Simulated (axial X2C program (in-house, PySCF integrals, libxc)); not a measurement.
# Spectroscopic constants of SbH

All values were computed with an in-house all-electron X2C program for linear molecules (integrals from PySCF). Spin-free means the one-electron spin-free X2C Hamiltonian; two-component (2c) means X2C with spin–orbit coupling and atomic mean-field two-electron Coulomb and Gaunt terms, so the difference of the two also holds small scalar two-electron terms. Basis: Sb dyall-cv3z [11s12p8d4f1g], H dyall-v3z [6s2p1d] (cores contracted in-house); Gaussian nuclei, density fitting, unrestricted open shells. Masses: Sb 120.904 u, H 1.008 u.

Input:
```json
{
 "zs": [
  51,
  1
 ],
 "q": 0,
 "bas": [
  "dyall-cv3z",
  "dyall-v3z"
 ],
 "levels": [
  "PBE0",
  "HF",
  "PW91"
 ],
 "cc": true,
 "r0": 1.72,
 "thr": -2.0,
 "nmax": 110,
 "npts": 10,
 "nst": 2,
 "ntry": 8
}
```
```bash
python so2c.py task.json out
```

Keys: zs atomic numbers; q charge; bas basis sets; levels methods; cc coupled cluster on or off; r0 starting distance in Å; thr threshold in hartree for freezing inner shells (an s shell follows its p shell); nmax most natural virtual spinors; npts points on the curve; nst determinants followed; ntry starts of the search. HF also brings MP2.

State, spin-free: M_S = 1, Λ = 0 (beyond evenly filled blocks: π+α, π-α); electrons by block: σα: 11, σβ: 11, π+α: 6, π+β: 5, π-α: 6, π-β: 5, δ+α: 2, δ+β: 2, δ-α: 2, δ-β: 2. Fragments: Sb + H.

State, 2c: Ω = 1 (⟨Sz⟩ = 1.00, ⟨Lz⟩ = 0.00 at PBE0); electrons by block: 1/2: 16, -1/2: 17, 3/2: 8, -3/2: 7, 5/2: 2, -5/2: 2. Fragments: Sb + H.

```tsv
Hamiltonian	level	Re (Å)	ωe (cm⁻¹)	ωexe (cm⁻¹)	Be (cm⁻¹)	De (eV)	k (mdyn/Å)	μ (D)
spin-free	PBE0	1.716	1934.4	28.7	5.727	2.58	2.2	-0.18
spin-free	HF	1.704	2024.5	28.2	5.809	1.62	2.41	-0.09
spin-free	MP2	1.697	1988.8	35.1	5.859	2.25	2.33	n/a
spin-free	CCSD	1.707	1960.0	n/a	5.791	2.53	2.26	n/a
spin-free	CCSD(T)	1.712	1925.4	36	5.758	2.55	2.18	n/a
spin-free	PW91	1.731	1861.7	29.4	5.63	2.67	2.04	-0.26
2c	PBE0	1.717	1927.9	29	5.719	2.52	2.19	-0.18
2c	HF	1.705	2018.4	28.6	5.803	1.59	2.4	-0.09
2c	MP2	1.698	1982.3	35.6	5.852	2.21	2.31	n/a
2c	CCSD	1.708	1953.6	n/a	5.784	2.48	2.25	n/a
2c	CCSD(T)	1.712	1920.0	36.3	5.751	2.50	2.17	n/a
2c	PW91	1.732	1854.5	29.7	5.622	2.60	2.03	-0.26
```

Correlated methods: 16 electrons correlated (number of frozen shells: Sb 4 s, 3 p, 1 d; H none), 190 virtual spin orbitals or spinors in MP2, 110 natural virtuals in coupled cluster.

Dipoles are positive if H is the positive end.

Occupations by symmetry block were frozen at the best pattern of an incomplete PBE0 search. De is counted from the lowest determinant-based energies of the atoms at the same level, without counterpoise correction. Density functionals use the spin component along the axis (collinear). CCSD and (T) use frozen natural virtuals with an MP2 correction for the truncation; (T) itself is uncorrected, so its De runs slightly low. Other states lie close and PBE0, whose exact exchange favours high spin, may order them wrongly; the determinant shown need not be the ground state. The nearest other spin-free determinant of the search, M_S = 0, Λ = 2, lies 0.86 eV up at the distance of the search. With several unpaired electrons one determinant need not be a pure state. Open-shell Ω = 0 determinants with evenly filled partner blocks cannot be reached by this program, so the Ω shown need not be the lowest component. This is the Ω = 1 component of a π² triplet; the 0⁺ component is not one determinant and can lie lowest.

Rough cost a point (2c) on 1 thread(s) of a shared host, integrals apart: PBE0 0.5 s, HF 0.26 s, CCSD(T) 17 s, PW91 0.24 s.

The whole task took 5.4 min on 1 thread of Intel(R) Xeon(R) Processor @ 2.30GHz, with other jobs on the host.
